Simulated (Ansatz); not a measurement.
Consider the germylene formation by 1,1-elimination: `[CH3][GeH]([F])[Cl]` → `[F][Ge][Cl]` + CH₄.

Program: Ansatz. Geometries: PBE0-D4/def2-TZVP. ΔE: electronic, gas phase. CBS: MP2 limit from def2 TZ/QZ plus the TZ coupled-cluster correction, frozen cores. This one scheme is used for every species. DFT in def2-TZVPP. HSE06 is defined as in plane-wave codes. For Ge outer-core shells are correlated without core-valence functions, which leaves a few kJ/mol of doubt a bond. Scalar relativity is left out up to krypton.

```
             level  ΔE (kJ/mol)  difference from CCSD(T)/CBS
         r2SCAN-D4         42.1                          2.7
          HSE06-D4         42.1                          2.7
          BHLYP-D4         35.9                         -3.5
           ωB97X-V         46.7                          7.3
          PBE-QIDH         62.1                         22.7
            r2SCAN         40.3                          0.9
           LC-ωPBE         56.0                         16.6
SCS-MP2/def2-TZVPP         52.1                         12.7
SCS-MP2/def2-QZVPP         45.6                          6.2
     MP2/CBS(def2)         48.6                          9.2
       CCSD(T)/CBS         39.4                            0
```

What do rigid-rotor, harmonic-oscillator terms from PBE0-D4/def2-TZVP frequencies (298.15 K, 1 bar) make of the CCSD(T)/CBS value? (Estimate.)

Ansatz gave: ΔZPE = -2.0 kJ/mol, ΔH = +41.1 kJ/mol, ΔS = 140 J/(mol·K), ΔG = -0.6 kJ/mol.

Largest T1 diagnostic among the species: 0.014.

From r2SCAN to r2SCAN0 (25 % exact exchange), in def2-TZVPP and without D4, ΔE moves by +11.0 kJ/mol. In def2-TZVPP, CCSD(T) changes the Hartree–Fock value by +15.8 kJ/mol (the triples alone add +0.0 kJ/mol) and MP2 by +25.0 kJ/mol.
